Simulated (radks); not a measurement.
Neutral lanthanum inside a hard spherical wall (all orbitals vanish at R), configuration held at [Xe] 5d1 6s2 and not refilled when levels cross. All-electron calculation, scalar-relativistic Kohn-Sham, PBE, spin-polarised, spherical densities, finite nucleus; open shells are filled with parallel spins first (spin-orbit coupling, left out, can overturn this in heavy ions); Fermi nuclear charge, rms radius 4.855 fm. Program: a radial shooting solver on a logarithmic mesh with Libxc functionals. Eigenvalues in eV for spin up, with the zero of energy where the potential of the charges vanishes at infinity; a dash marks a level that is unbound or too diffuse for the functional's potential to be trusted. A positive occupied level is held by the wall or, in an anion where self-interaction has pushed it up, behind a barrier. The pressure on the wall is -dE/dV.

| R (bohr) | E (hartree) | kinetic (hartree) | e(5s) | e(5p) | e(6s) | e(5d) | e(6p, empty) | e(7s, empty) | pressure (GPa) |
|---|---|---|---|---|---|---|---|---|---|
| free | -8492.9162 | 8982.764 | -39.031 | -22.568 | -3.816 | -3.306 | -1.425 | - | 0 |
| 15 | -8492.9161 | 8982.765 | -39.027 | -22.565 | -3.813 | -3.303 | -1.411 | 0.361 | 0.000321 |
| 8 | -8492.8902 | 8982.930 | -38.152 | -21.712 | -3.046 | -2.567 | -0.008 | 6.959 | 0.874 |
| 7 | -8492.8510 | 8983.121 | -37.392 | -20.983 | -2.208 | -1.906 | 1.323 | 11.406 | 2.87 |
| 6 | -8492.7506 | 8983.547 | -36.082 | -19.745 | -0.390 | -0.680 | 4.059 | 19.522 | 10.2 |
| 3 | -8487.6062 | 9002.272 | -16.339 | 0.751 | 56.886 | 26.676 | 73.897 | 170.55 | 2130 |
| 2.5 | -8480.8498 | 9024.229 | 0.154 | 19.978 | 113.24 | 52.583 | 136.27 | 289.31 | 7920 |
| 2 | -8461.7804 | 9081.747 | 41.719 | 68.617 | 243.30 | 114.26 | 275.23 | 540.99 | 37600 |
| 1.5 | -8394.3191 | 9272.550 | 183.97 | 227.38 | 603.96 | 293.56 | 647.81 | 1180.6 | 266000 |
